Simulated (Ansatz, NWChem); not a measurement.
**TlCl (SMILES [Cl][Tl]): methods side by side**

The species is TlCl (2 atoms), meant as a singlet with charge 0. As SMILES, `[Cl][Tl]`. The bond length is the measured one.

```xyz
2

Cl    0.0000    0.0000    0.0000
Tl    0.0000    0.0000    2.4848
```

Each level gives the vertical ionisation energy (to the doublet cation) (eV). The values are calculated.

```tsv
level	kind	program	value (eV)	less CCSD(T)/def2-TZVPP	CPU time (all runs)
HF/def2-TZVPP (core potential)	Hartree–Fock	Ansatz	8.69	-0.95	9.7 s
revPBE/def2-TZVPP (core potential)	GGA	Ansatz	9.61	-0.03	19 s
CAM-B3LYP/def2-TZVPP (core potential)	range-separated hybrid	Ansatz	9.81	+0.17	24 s
wB97X/def2-TZVPP (core potential)	range-separated hybrid	NWChem	9.80	+0.16	4 min
RPA@PBE/def2-TZVPP (core potential)	RPA	Ansatz	9.72	+0.08	32 s
MP2/def2-TZVPP (core potential)	perturbation theory	Ansatz	9.83	+0.19	12 s
BCCD(T)/def2-TZVPP (core potential)	coupled cluster or CI	Ansatz	9.64	0.00	54 s
CCSD(T)/def2-TZVPP (core potential)	coupled cluster or CI	Ansatz	9.64	0.00	45 s
```

CCSD(T)/def2-TZVPP (core potential) is the highest level here, not the true value. Spin-orbit coupling, which can split open shells on such heavy atoms by tenths of an eV, is left out. The values span 8.69 to 9.83 eV. CPU times are rough (shared hosts, several kinds of processor): they show what a rung costs within a factor of a few.
